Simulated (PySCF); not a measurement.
CH6OSSi, SMILES CS[SiH2]O.

The structure is a stationary point at ωB97X-D3(BJ)/def2-SVP. The structure was generated by enumeration, and PubChem lists no compound with its InChIKey, so it may never have been made. Other conformers were not sampled.

Two levels are set side by side: PBE/def2-TZVP (PySCF) and r2SCAN/def2-TZVP (PySCF). Same geometry, gas phase. Differences are taken from unrounded values.

```tsv
quantity	r2SCAN
orbital gap (eV)	5.38
highest occupied level (eV)	-6.07
lowest empty level (eV)	-0.69
dipole moment (D)	2.06
mean polarisability (bohr³)	60.8
```

Question: What does PBE give, and how far is it from r2SCAN? (Estimate from the structure and the level; the computed values follow.)

Answer: 
| quantity | PBE | PBE minus r2SCAN |
|---|---|---|
| orbital gap (eV) | 4.76 | -0.62 |
| highest occupied level (eV) | -5.80 | 0.26 |
| lowest empty level (eV) | -1.05 | -0.36 |
| dipole moment (D) | 1.97 | -0.08 |
| mean polarisability (bohr³) | 62.6 | 1.8 |

Rough cost on one machine, each run with all the roots and properties that it gave: r2SCAN against PBE about 3 times.
